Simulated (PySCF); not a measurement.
Sn(Me)4, C4H12Sn, SMILES [CH3][Sn]([CH3])([CH3])[CH3] (GFN2-xTB optimised geometry):

```
17

C      1.813    -0.798     0.000
Sn    -0.382    -0.798     0.000
C     -1.110     1.272     0.000
C     -1.113    -1.832    -1.792
C     -1.116    -1.831     1.791
H      2.192    -0.252    -0.856
H      2.192    -1.812    -0.044
H      2.192    -0.329     0.901
H     -2.192     1.293     0.050
H     -0.798     1.783    -0.904
H     -0.716     1.812     0.853
H     -0.732    -1.354    -2.687
H     -0.791    -2.866    -1.791
H     -2.196    -1.810    -1.827
H     -0.746    -2.849     1.821
H     -0.784    -1.319     2.687
H     -2.199    -1.860     1.794
```

Level of theory: CAM-B3LYP/def2-SVP, def2 effective core potentials past Kr run with PySCF.

Task: What are the frontier orbital energies and the dipole moment?

Result: HOMO-2 -8.88 eV, HOMO-1 -8.88 eV, HOMO -8.88 eV, LUMO 1.97 eV, LUMO+1 2.79 eV; dipole moment 0.00 D.
